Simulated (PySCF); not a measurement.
Species: C₇H₁₃N.
SMILES with atom numbers: `[CH2:1]=[CH:2][CH2:3][N:4]([CH3:5])[CH:6]1[CH2:7][CH2:8]1` (hydrogens: H9, H10 on C1; H11 on C2; H12, H13 on C3; H14, H15, H16 on C5; H17 on C6; H18, H19 on C7; H20, H21 on C8)

Cartesian coordinates in Å at the PBE0-D3(BJ)/def2-SVP level; atoms count from 1:
```
atom  x, y, z in Å
C1     2.8399   -0.8612   -0.3880
C2     1.8401   -0.1228   -0.8685
C3     1.2121    1.0335   -0.1556
N4    -0.2334    0.9487   -0.0691
C5    -0.8276    2.2076    0.3141
C6    -0.6824   -0.1296    0.7532
C7    -2.0538   -0.6825    0.5120
C8    -0.8432   -1.4929    0.1555
H9     3.2501   -0.6795    0.6109
H10    3.2861   -1.6718   -0.9699
H11    1.4405   -0.3289   -1.8687
H12    1.6860    1.1556    0.8455
H13    1.4484    1.9523   -0.7219
H14   -0.5127    2.5536    1.3240
H15   -1.9234    2.1175    0.3189
H16   -0.5531    2.9914   -0.4089
H17   -0.3508   -0.0985    1.8073
H18   -2.6194   -0.2432   -0.3138
H19   -2.6543   -0.9753    1.3768
H20   -0.5810   -2.3589    0.7680
H21   -0.6072   -1.5934   -0.9051
```

The closed-shell ground state was solved at several levels (PySCF, density fitting, gas phase, non-relativistic).

```
           level  basis functions  HOMO (eV)  LUMO (eV)  gap (eV)  dipole (D)
wB97X-D/pcSseg-1              201      -8.17       2.20     10.37        0.59
   PBE0/pcSseg-1              201      -6.30       0.36      6.66        0.56
```

(1) What might PBE0/def2-SVPD (264 basis functions) give for the same quantities?

(2) Over all these levels, which gives the widest orbital gap and which the narrowest?

(3) How far do the dipole and the HOMO energy spread over the levels?

Answers

(1) HOMO -6.34 eV, LUMO 0.23 eV, gap 6.57 eV, dipole 0.53 D.

(2) wB97X-D/pcSseg-1 (range-separated hybrid) has the widest, 10.37 eV, and PBE0/def2-SVPD (global hybrid, 25 % exact exchange) the narrowest, 6.57 eV. Functional and basis both differ between the two, so the spread mixes both effects.

(3) The dipole runs from 0.53 to 0.59 D (mean 0.56 D) and the HOMO from -8.17 to -6.30 eV.

One conformer stands for the species.
